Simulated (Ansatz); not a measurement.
Coupled-cluster diagnostics for Be₄Te₄ (the lowest singlet isomer of a short search), Ansatz.

Geometry of the singlet (B3LYP-D4/def2-SVP):

```csv
atom,x (Å),y (Å),z (Å)
Be1,-1.2708,0.4711,-0.7411
Be2,-0.3936,-0.5945,1.3703
Be3,0.9471,1.2015,0.2129
Be4,0.7173,-1.0781,-0.8421
Te5,0.6195,0.9356,-2.1565
Te6,-1.4905,-1.8909,-0.3351
Te7,1.9999,-0.7414,1.1663
Te8,-1.1289,1.6967,1.3253
```

In the def2 sets Te takes a core potential; there is no spin–orbit coupling. Correlated methods freeze 16 core orbitals; core or outer-core shells of Te are correlated, in sets that lack core-valence functions. The structure comes from a short search, and lower isomers may exist.

**Question.** Estimate the CCSD(T) correlation energy, the shares of MP2 and (T), T1 and the reference's ⟨S²⟩ for: charge 0, singlet, own geometry in def2-SVP; and the rough time on 4 threads of Arm Neoverse V2 on a shared host.

**Answer.** 
```tsv
state	basis	correlation (eV)	MP2 share (%)	(T) share (%)	T1	⟨S²⟩ (pure)	wall time
charge 0, singlet, own geometry	def2-SVP	-17.688	92.7	4.4	0.010	0.00 (0.00)	12 s
```
Customary marks for T1 are 0.02 (closed shells), 0.045 (open shells) and about 0.05 (3d metals). T1 stays under 0.02 throughout.
